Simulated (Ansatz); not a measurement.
The first iterations of a band of C4H11BS (17 atoms, charge 0, multiplicity 1).

Computed with Ansatz 0.2.0, RKS B3LYP/STO-3G.

| Quantity | Value |
| --- | --- |
| movable images | 5 |
| climbing image | yes |
| spring | 5.0 eV/Å² |
| optimiser | quadratic models (default) |
| start path | IDPP |
| force threshold | 0.05 eV/Å |
| iteration limit | 40 |
| end points | relaxed |

Image 0:

```xyz
17
Properties=species:S:1:pos:R:3
C 1.959 -2.717 -0.970
B 1.100 -1.399 -1.121
S 0.586 -0.515 0.294
C -0.361 0.896 -0.446
C -0.773 1.935 0.643
C -1.759 1.355 1.698
H 1.445 -3.566 -1.450
H 2.921 -2.608 -1.499
H 2.179 -3.003 0.069
H 0.810 -1.019 -2.191
H -1.265 0.508 -0.948
H 0.261 1.392 -1.211
H -1.245 2.795 0.137
H 0.132 2.311 1.152
H -2.015 2.122 2.445
H -2.688 1.015 1.216
H -1.306 0.499 2.222
```

Image 6:

```xyz
17
Properties=species:S:1:pos:R:3
C 0.903 -1.663 -2.195
B 1.417 -1.747 -0.704
S 1.054 -0.667 0.620
C -0.067 0.611 -0.113
C -0.505 1.650 0.966
C -1.368 1.025 2.100
H 1.762 -1.644 -2.887
H 0.337 -2.576 -2.445
H 0.265 -0.801 -2.431
H 2.128 -2.631 -0.410
H -0.960 0.125 -0.541
H 0.457 1.136 -0.931
H -1.084 2.445 0.463
H 0.391 2.124 1.404
H -1.653 1.795 2.833
H -2.288 0.581 1.689
H -0.807 0.236 2.624
```

| iteration | highest image above the first end (eV) | largest band force component (eV/Å) |
| --- | --- | --- |
| 1 | 1.426 | 2.373 |
| 2 | 1.266 | 0.821 |
| 3 | 1.239 | 0.706 |

Does the band converge within its limit, and where does its top end?

The forces met the threshold. It ended after 9 iterations with the highest image 1.220 eV above the first end. A vibrational analysis at the climbing image gives one clearly imaginary mode, 369i cm⁻¹: a first-order saddle point. Limits of this set-up: minimal basis.

The run took 4.5 min on 1 thread of AMD EPYC 7R43 64-Core Processor (Zen 3) (shared host), peak memory 0.14 GiB.
